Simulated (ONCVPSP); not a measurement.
## How hard is this Br (Z = 35) ONCV potential?

| Item | Value |
| --- | --- |
| Element | Br |
| Generator | ONCVPSP 4.0.1 |
| Type | optimised norm-conserving Vanderbilt (ONCV) |
| Functional | Wu-Cohen |
| Relativity | scalar-relativistic |
| Frozen core | [Ar] 3d10 |
| Valence charge | 7 |
| Reference configuration | 4s2 4p4 (charge +1) |
| Partial waves | 4s: rc 1.15 bohr, ncon 4, nbas 8, qcut 6.1 1/bohr, 2 projectors, debl 1.8 Ha; 4p: rc 1.30 bohr, ncon 4, nbas 7, qcut 7.1 1/bohr, 2 projectors, debl 0.7 Ha |
| Local potential | polynomial inside 1.10 bohr (lpopt 5, dvloc0 0 Ha) |
| Core correction | Teter function fitted to the true core (icmod 2), fcfact 0.4 |

Question: For each optimised wave give the share of its norm inside rc, the residual kinetic energy above qcut (Ha) and the cutoffs (Ha) for errors of 10, 1, 0.1 and 0.01 mHa per electron.

Answer:

```
         wave  norm inside rc  residual KE  10 mHa  1 mHa  0.1 mHa  0.01 mHa
           4s           0.190      5.0e-03     9.5  109.1    136.9     196.3
s projector 2           0.076      4.9e-04    10.7   15.0    158.2     189.9
           4p           0.173      9.3e-04     4.1   24.8     81.4     112.8
p projector 2           0.050      2.5e-04     3.9   14.2     76.3     121.7
```

The occupied waves need 109 Ha and 137 Ha for 1 and 0.1 mHa. Note: ghosts flagged at negative energy: s at -337.9 eV, p at -149.8 eV; no localised positive-energy state flagged. A true bound ghost makes a file unfit for plane-wave use.
